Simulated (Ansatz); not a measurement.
`C[SiH]([SiH3])[SeH]` + `N[SiH]1CS1` → `N[SiH]([SiH3])[SeH]` + `C[SiH]1CS1`  (redistribution)

Isolated molecules relaxed with PBE0-D4/def2-TZVP in Ansatz; ΔE leaves out vibrations. CBS: MP2 limit from def2 TZ/QZ plus the TZ coupled-cluster correction, frozen cores. DFT in def2-TZVPP. For Se outer-core shells are correlated without core-valence functions, which leaves a few kJ/mol of doubt a bond. Scalar relativity is left out up to krypton. Each species was taken in one conformer, which may not be the lowest.

```tsv
level	ΔE (kcal/mol)
PBE0	2.0
MP2/def2-TZVPP	2.3
CCSD/def2-TZVPP	2.3
SCS-MP2/def2-QZVPP	2.3
```

(1) What does CCSD(T)/CBS give? (An estimate is asked.)

Largest T1 diagnostic among the species: 0.011.

Answers

(1) Ansatz gave: +2.3 kcal/mol. The listed levels differ from it by -0.3, 0.0, 0.0, 0.0 kcal/mol.
